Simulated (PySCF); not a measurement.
C3H2BrCl, SMILES C(Br)=C=CCl.

Coordinates come from a B3LYP-D3(BJ)/def2-SVP optimisation.

Method: B3LYP-D3(BJ)/def2-SVP run with PySCF.

Frequencies are harmonic and unscaled.

| mode | ν (cm⁻¹) | IR (km/mol) | moving atoms (share of kinetic energy) |
|---|---|---|---|
| 1 | 80 | 0.0 | Cl 46 %, Br 28 %, C 25 % |
| 2 | 175 | 1.4 | C 69 %, H 20 % |
| 3 | 252 | 0.2 | C 64 %, Cl 16 %, H 11 %, Br 9 % |
| 4 | 423 | 4.2 | C 74 %, Br 14 %, H 8 % |
| 5 | 513 | 19.1 | C 72 %, Cl 20 % |
| 6 | 671 | 69.7 | C 82 %, H 12 % |
| 7 | 737 | 31.7 | H 58 %, C 40 % |
| 8 | 767 | 82.8 | C 75 %, Cl 17 %, H 8 % |
| 9 | 849 | 27.0 | H 81 %, C 18 % |
| 10 | 1122 | 5.7 | H 72 %, C 27 % |
| 11 | 1206 | 48.0 | H 87 %, C 13 % |
| 12 | 1335 | 17.3 | C 73 %, H 27 % |
| 13 | 2055 | 105.8 | C 98 % |
| 14 | 3186 | 3.2 | H 91 %, C 9 % |
| 15 | 3194 | 3.0 | H 91 %, C 9 % |
